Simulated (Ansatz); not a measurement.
The cluster Hg2Br4⁻, relaxed as a doublet with UKS r2SCAN-D4/def2-SVPD in Ansatz, starting from the GFN1-xTB geometry. Force threshold 0.02 eV/Å.

In the def2 sets Hg takes a core potential; there is no spin–orbit coupling. Another isomer (doublet) lies 0.03 eV lower at PBE0-D4/def2-SVP; other spin states weren't run for this one.

Start:

```tsv
atom	x (Å)	y (Å)	z (Å)
Hg1	0.900	-0.663	1.654
Hg2	-0.851	0.151	-2.952
Br3	0.751	0.226	3.959
Br4	-0.501	0.680	-0.060
Br5	-2.429	2.242	-3.424
Br6	2.131	-2.636	0.822
```

```csv
step,energy (eV),largest force component (eV/Å),SCF passes
1,-288514.8843,0.821,19
2,-288514.9839,0.365,25
3,-288515.0392,0.157,24
4,-288515.0660,0.102,23
5,-288515.0794,0.119,21
6,-288515.0827,0.136,24
7 (rejected),-288515.0775,0.273,25
8,-288515.0950,0.057,20
9,-288515.0996,0.033,20
10,-288515.1062,0.032,20
11,-288515.1151,0.083,19
13,-288515.1351,0.077,21
15 (rejected),-288515.1432,0.162,22
17,-288515.1544,0.050,21
19,-288515.1615,0.111,21
21,-288515.1649,0.037,20
23,-288515.1662,0.019,21
25,-288515.1667,0.009,21
27,-288515.1668,0.010,21
29 (rejected),-288515.1665,0.088,23
30,-288515.1675,0.017,22
```

Force components are those of the run's own axes.

End:

Cartesian coordinates in Å:
```
Hg 0.6158 -0.3123 1.7507
Hg -0.6084 0.4431 -1.9832
Br 1.5321 -0.7744 4.0748
Br -0.9738 1.6212 1.0139
Br -1.6940 0.7534 -4.4586
Br 1.1284 -1.7310 -0.3975
```

By distances, no bond broke or formed. The bond that changes most is Hg2–Br4, from 2.96 to 3.24 Å (atoms count from 1).

The force fell under the threshold at step 16, but the optimiser went on and released 0.017 eV more. No frequencies were taken in this run, so the end may be a saddle point.

Run time 7.1 min (4 threads of Arm Neoverse V2 on a shared host), peak host memory 0.57 GiB.
